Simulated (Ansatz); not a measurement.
# C2H5AlBN (SMILES B[C]1=C[NH][AlH]1): name the method

C2H5AlBN has 10 atoms, charge 0, and is taken as a singlet. As SMILES, `B[C]1=C[NH][AlH]1`. The shape is that of a PBE0-D4/def2-TZVP optimisation.

```jsonl
{"atom": "B", "x (Å)": "-1.2530", "y (Å)": "0.5767", "z (Å)": "-1.4187"}
{"atom": "C", "x (Å)": "-0.1438", "y (Å)": "0.2428", "z (Å)": "-0.4788"}
{"atom": "C", "x (Å)": "-0.3150", "y (Å)": "-0.4713", "z (Å)": "0.7023"}
{"atom": "N", "x (Å)": "0.8209", "y (Å)": "-0.6735", "z (Å)": "1.4228"}
{"atom": "Al", "x (Å)": "1.6885", "y (Å)": "0.2649", "z (Å)": "0.0805"}
{"atom": "H", "x (Å)": "-2.3757", "y (Å)": "0.2170", "z (Å)": "-1.1617"}
{"atom": "H", "x (Å)": "-1.0762", "y (Å)": "1.1954", "z (Å)": "-2.4326"}
{"atom": "H", "x (Å)": "-1.2730", "y (Å)": "-0.8592", "z (Å)": "1.0617"}
{"atom": "H", "x (Å)": "0.7920", "y (Å)": "-1.1794", "z (Å)": "2.2897"}
{"atom": "H", "x (Å)": "3.2184", "y (Å)": "0.6355", "z (Å)": "-0.0622"}
```

A calculation with Ansatz 0.2.0 gave:

| Item | Value |
| --- | --- |
| total energy | -401.0684 Eh |
| HOMO energy | -5.27 eV |
| LUMO energy | -2.01 eV |
| HOMO–LUMO gap | 3.26 eV |

Q: Which of these levels gave the numbers?
A. r2SCAN/6-31G* (spherical functions)
B. SVWN5/6-31G* (spherical functions)
C. HSE06/6-31G* (spherical functions)
D. wB97M-V/6-31G* (spherical functions)

A: A. The others give -401.1065 Eh (wB97M-V/6-31G* (spherical functions)), -398.6707 Eh (SVWN5/6-31G* (spherical functions)), -400.8680 Eh (HSE06/6-31G* (spherical functions)).
